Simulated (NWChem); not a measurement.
A series in which one site is exchanged, each optimised at PBE0/def2-SVP with NWChem, gas phase unless a solvent is named. This build's default masses of Se (78.918 u) and Br (79.917 u) are each other's, which moves their modes by up to 0.6 %.

A: [F][Zn][F] (ZnF2; site = F)
B: [F][Zn][Br] (ZnBrF; site = Br)
C: [F][ZnH] (ZnHF; site = H)
D: [F][Zn][Cl] (ZnClF; site = Cl)

Values for A:

dipole (D), PBE0/def2-SVP: 0.00
orbital gap (eV), PBE0/def2-SVP: 8.25
highest harmonic frequency (cm⁻¹), PBE0/def2-SVP: 791
static polarisability, CAM-B3LYP/def2-SVPD (bohr³): 19.6
lowest singlet excitation, CAM-B3LYP/def2-SVPD, TDA (eV): 6.88

Task: How do these values change for the other members?

Result: 
```csv
change from A,B,C,D
"dipole (D), PBE0/def2-SVP",+0.57,+2.01,+0.29
"orbital gap (eV), PBE0/def2-SVP",-1.28,+0.94,-0.82
"highest harmonic frequency (cm⁻¹), PBE0/def2-SVP",-81,+1160,-72
"static polarisability, CAM-B3LYP/def2-SVPD (bohr³)",+22.3,+4.3,+14.3
"lowest singlet excitation, CAM-B3LYP/def2-SVPD, TDA (eV)",-1.24,+1.11,-0.73
```
